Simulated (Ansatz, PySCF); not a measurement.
Reaction (SMILES): C[SiH2]C [dimethylsilane] + 2 [H][H] (H2) -> 2 C (CH4) + [SiH4] (SiH4)
Geometries: B3LYP-D3(BJ)/def2-TZVP minima from Ansatz (an electronic-structure program). Frequencies are from Ansatz or PySCF.

Quantity: energy of full hydrogenation (enthalpy at 298 K, with B3LYP-D3(BJ) rigid-rotor harmonic-oscillator terms), in kcal/mol. Correlated levels leave the core frozen unless marked. No spin-orbit coupling. No relativistic terms. CBS(X,Y): correlation extrapolated as X^-3; Hartree-Fock from the larger set.

```json
[
 {"level": "HF/cc-pV(T+d)Z", "program": "Ansatz", "energy of full hydrogenation (kcal/mol)": "-17.5"},
 {"level": "revPBE-D3(BJ)/def2-TZVPD", "program": "Ansatz + dftd3", "energy of full hydrogenation (kcal/mol)": "-5.3"}
]
```

### Question
Predict the CCSD(T)/CBS(cc-pV(T+d)Z,cc-pV(Q+d)Z) result (Ansatz).

### Answer
-7.2 kcal/mol
